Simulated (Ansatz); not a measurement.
Geometry optimisation, DFT PBE-D3(BJ), scalar-relativistic, plane waves, PAW in Ansatz 0.2.0.

Input file:

```yaml
accuracy: low
crystal:
  lattice:
    - [0.0, 5.43, 5.43]
    - [5.43, 0.0, 5.43]
    - [5.43, 5.43, 0.0]
  atoms:
    - { symbol: Si, position: [0.0, 0.0, 0.0] }
    - { symbol: Si, position: [0.125, 0.125, 0.125] }
    - { symbol: Si, position: [0.0, 0.0, 0.5] }
    - { symbol: Si, position: [0.125, 0.125, 0.625] }
    - { symbol: Si, position: [0.0, 0.5, 0.0] }
    - { symbol: Si, position: [0.125, 0.625, 0.125] }
    - { symbol: Si, position: [0.0, 0.5, 0.5] }
    - { symbol: Si, position: [0.125, 0.625, 0.625] }
    - { symbol: Si, position: [0.5, 0.0, 0.0] }
    - { symbol: Si, position: [0.625, 0.125, 0.125] }
    - { symbol: Si, position: [0.5, 0.0, 0.5] }
    - { symbol: Si, position: [0.625, 0.125, 0.625] }
    - { symbol: Si, position: [0.5, 0.5, 0.0] }
    - { symbol: Si, position: [0.625, 0.625, 0.125] }
    - { symbol: Si, position: [0.5, 0.5, 0.5] }
    - { symbol: Si, position: [0.625, 0.625, 0.625] }
    - { symbol: "N", position: [0.2511107, 0.2462007, 0.7544706], spin: 1.0 }
magnetization:
  spin_polarized: true
basis:
  ecutwfc: 420.0
kpoints:
  mp_grid: { grid: [2, 2, 2] }
hamiltonian:
  xc: pbe
  dispersion: d3bj
scf:
  occupations: { method: fermi_dirac, width: 0.05 }
  lower_state_search: "off"
relax:
  f_tol: 0.08
  max_steps: 25
  adjacent_minimum: "off"
```

Run as:

```bash
$ ansatz run input.yaml --threads 1 --pin off --max-ram 3072MiB --backend cpu --events-out ev --progress --plain --runs-dir out
```

Q: Where does it end, and by what steps?

A: The run converged. The threshold is loose, so the end isn't yet a minimum. Limits of this set-up: coarse k mesh, low accuracy level. After 9 steps the energy has fallen by 1.613 eV; N17 moved furthest, 0.88 Å.

```
step  energy less start (eV)  largest force component (eV/Å)  accepted
   0                  0.0000                           0.495       yes
   1                 -0.1179                           0.395       yes
   2                 -0.3023                           0.454       yes
   3                 -0.5919                           0.666       yes
   4                 -0.7159                           0.747       yes
   5                 -0.9303                           1.085       yes
   6                 -1.2750                           0.944       yes
   7                 -1.5419                           0.435       yes
   8                 -1.5775                           0.316       yes
   9                 -1.6131                           0.061       yes
```

```xyz
17
Lattice="0.0000 5.4300 5.4300 5.4300 0.0000 5.4300 5.4300 5.4300 0.0000" Properties=species:S:1:pos:R:3
Si 0.077 -0.073 -0.201
Si 1.078 1.196 1.516
Si 2.819 2.613 0.103
Si 4.235 4.357 1.516
Si 2.685 -0.023 2.741
Si 4.103 1.329 4.015
Si 5.457 2.750 2.743
Si 6.879 3.987 4.164
Si 0.076 2.908 2.790
Si 1.505 3.925 4.215
Si 2.519 5.355 2.790
Si 4.240 6.619 3.795
Si 2.856 2.574 5.572
Si 4.102 4.127 6.821
Si 5.460 5.402 5.406
Si 6.732 6.760 6.822
N 4.909 5.954 2.193
```

Whether the end is a true minimum wasn't checked by a vibrational analysis.

Run time: 4.1 min on 1 thread of Arm Neoverse V1, with other jobs on the host, peak memory 0.7 GiB.
